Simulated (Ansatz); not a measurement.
`CCSC(C)(C)C`, charge 0, multiplicity 1.

**Question.** Give a relaxed structure at PBE0-D4/def2-TZVP (the Gaussian-basis code of Ansatz). (An estimate is asked.)

**Answer.** Computed: 
Z-matrix (Å, degrees):
```
C
C 1 1.518
H 1 1.092 2 111.1
H 1 1.092 2 111.1 3 120.2
H 1 1.093 2 110.3 3 -119.9
S 2 1.805 1 108.7 3 -60.1
H 2 1.092 1 110.2 3 179.6
H 2 1.093 1 110.2 3 60.2
C 6 1.833 2 103.9 1 179.9
C 9 1.522 6 111.0 2 61.6
C 9 1.524 6 104.0 2 179.8
C 9 1.522 6 111.0 2 -62.0
H 10 1.092 9 111.7 6 -65.4
H 10 1.095 9 109.9 6 175.5
H 10 1.091 9 110.9 6 55.6
H 11 1.094 9 109.7 6 179.9
H 11 1.092 9 111.1 6 -60.5
H 11 1.092 9 111.1 6 60.2
H 12 1.091 9 110.9 6 -55.8
H 12 1.095 9 109.9 6 -175.7
H 12 1.092 9 111.7 6 65.2
```
Point group Cs.
This is one stationary point; other conformers may exist.
